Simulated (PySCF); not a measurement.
ZnBr2, optimised at B3LYP/6-31G*:

```xyz
3

Zn     0.0000     0.0000     0.0000
Br     1.3059     1.3089    -1.2268
Br    -1.3059    -1.3089     1.2268
```

Energies from PySCF, thermal terms from the rigid-rotor harmonic-oscillator model, ideal gas at 1 bar. 6-31G* has spherical d functions here. All species are closed-shell singlets. B3LYP is the form with VWN-RPA correlation. Br, Zn: all electrons, no relativistic terms.

List the harmonic frequencies (cm⁻¹, unscaled) at this level and at the other levels, each on its own geometry.


- B3LYP/6-31G*: 64, 65, 216, 390
- HF/6-31G*: 68, 68, 216, 392
- PBE/def2-SVP: 75, 75, 212, 390
- PBE0/def2-TZVP: 80, 80, 217, 401
